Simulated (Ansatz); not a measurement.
CH$_{9}$GeNSi (`C[SiH2][NH][GeH3]`), relaxed with RKS PBE-D4/def2-SVP in Ansatz from a rough embedded geometry. The force threshold is 0.03 eV/Å; the program also tests the step.

Charge 0, multiplicity 1.

Start:

```xyz
13

C     1.752   -1.278    0.740
Si    0.249   -0.712   -0.188
N    -0.040    0.979    0.216
Ge   -1.558    1.561   -0.576
H     1.946   -2.398    0.446
H     2.668   -0.721    0.389
H     1.642   -1.219    1.815
H    -0.878   -1.518    0.260
H     0.479   -0.804   -1.656
H    -0.230    1.054    1.252
H    -1.382    1.434   -2.192
H    -1.887    3.029   -0.268
H    -2.760    0.593   -0.239
```

```json
{"step": "1", "energy (eV)": "-67042.1605", "largest force (eV/Å)": "2.146", "largest move (Å)": "0.000"}
{"step": "2", "energy (eV)": "-67042.4995", "largest force (eV/Å)": "0.851", "largest move (Å)": "0.195"}
{"step": "3", "energy (eV)": "-67042.5417", "largest force (eV/Å)": "1.086", "largest move (Å)": "0.200"}
{"step": "4", "energy (eV)": "-67042.5848", "largest force (eV/Å)": "0.185", "largest move (Å)": "0.059"}
{"step": "5", "energy (eV)": "-67042.6063", "largest force (eV/Å)": "0.083", "largest move (Å)": "0.131"}
{"step": "6", "energy (eV)": "-67042.6096", "largest force (eV/Å)": "0.171", "largest move (Å)": "0.194"}
{"step": "7", "energy (eV)": "-67042.6136", "largest force (eV/Å)": "0.072", "largest move (Å)": "0.058"}
{"step": "8", "energy (eV)": "-67042.6159", "largest force (eV/Å)": "0.061", "largest move (Å)": "0.072"}
{"step": "9", "energy (eV)": "-67042.6177", "largest force (eV/Å)": "0.053", "largest move (Å)": "0.114"}
{"step": "10", "energy (eV)": "-67042.6180", "largest force (eV/Å)": "0.074", "largest move (Å)": "0.095"}
{"step": "11", "energy (eV)": "-67042.6184", "largest force (eV/Å)": "0.038", "largest move (Å)": "0.011"}
{"step": "12", "energy (eV)": "-67042.6185", "largest force (eV/Å)": "0.019", "largest move (Å)": "0.018"}
```

End:

```xyz
13

C     1.885   -1.188    0.669
Si    0.164   -0.971   -0.072
N    -0.495    0.598    0.350
Ge   -1.604    1.668   -0.680
H     2.308   -2.176    0.392
H     2.574   -0.396    0.311
H     1.850   -1.140    1.778
H    -0.691   -2.132    0.392
H     0.207   -1.013   -1.577
H    -0.515    0.830    1.348
H    -1.163    1.481   -2.153
H    -1.407    3.139   -0.219
H    -3.112    1.300   -0.538
```

It took 17 s on 4 threads of an Arm Neoverse V2 on a shared host, with 0.18 GiB of host memory at the peak.
